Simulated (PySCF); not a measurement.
## Adding and removing an electron: BBr

RHF-CCSD(T); B 6-31G(d,p), Br 6-31G(d,p); no relativity (PySCF 2.14). Neutral (RHF): singlet (closed shell), Re = 1.914 Å, ωe = 681 cm⁻¹, De = 4.25 eV.

BBr⁺ (UHF): doublet (σ ↑), Re = 1.759 Å, ωe = 954 cm⁻¹, De = 2.74 eV to B⁺ + Br. The energies at the minima are -2597.05350 hartree for BBr and -2596.71183 for BBr⁺.

(1) Work out the adiabatic ionisation energy, without and with harmonic zero-point energies (1 hartree = 27.2114 eV, 1 eV = 8065.5 cm⁻¹), and the change of the bond length.

Correlated steps freeze 10 core orbitals. Correlated levels converge slowly with the basis: in double zeta they bind strong bonds too weakly, by up to about 1 eV, and carry superposition errors of some tenths. Spin–orbit coupling is left out. For an ion De counts to the pair picked by the measured ionisation energies or electron affinities, which need not be the lowest pair at this level. Where the molecule has an RHF reference, its open-shell atoms are computed with UHF. States were picked by a PBE0 search and need not be the measured ground states.

Neutral and ion stand on different kinds of reference determinant, which adds to the error of the difference.

Answers

(1) At CCSD(T): 0.34167 hartree = 9.297 eV between the minima; the zero-point term (954.0 − 681.0)/2 cm⁻¹ = +0.017 eV makes it 9.314 eV. Re changes by -15.5 pm against the neutral. The electron leaves a σ orbital, and the shorter bond of the ion fits an antibonding orbital, or a change in how ionic the bond is.
